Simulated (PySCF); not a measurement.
Harmonic spectrum computed at PBE0 in the def2-TZVP basis family (core potentials from Rb on, PySCF, no spin–orbit coupling):

```json
{"ω (cm⁻¹)": "45", "IR (km/mol)": "152"}
{"ω (cm⁻¹)": "249", "IR (km/mol)": "0.1"}
{"ω (cm⁻¹)": "376", "IR (km/mol)": "101"}
{"ω (cm⁻¹)": "667", "IR (km/mol)": "155"}
{"ω (cm⁻¹)": "701", "IR (km/mol)": "86.2"}
{"ω (cm⁻¹)": "898", "IR (km/mol)": "92.9"}
{"ω (cm⁻¹)": "931", "IR (km/mol)": "19.3"}
{"ω (cm⁻¹)": "3836", "IR (km/mol)": "69.4"}
{"ω (cm⁻¹)": "3839", "IR (km/mol)": "74.7"}
```

Q: Which molecule gave it? In each, all ligands are bound to the one heavy central atom.
A. P(OH)₂ (doublet)
B. Te(OH)₂ (singlet)
C. Ge(OH)₂ (singlet)
D. As(OH)₂ (doublet)
E. Ga(OH)₂ (doublet)

A: D. It has C2 symmetry with As–O 1.785 Å (×2), O–H 0.964 Å (×2).
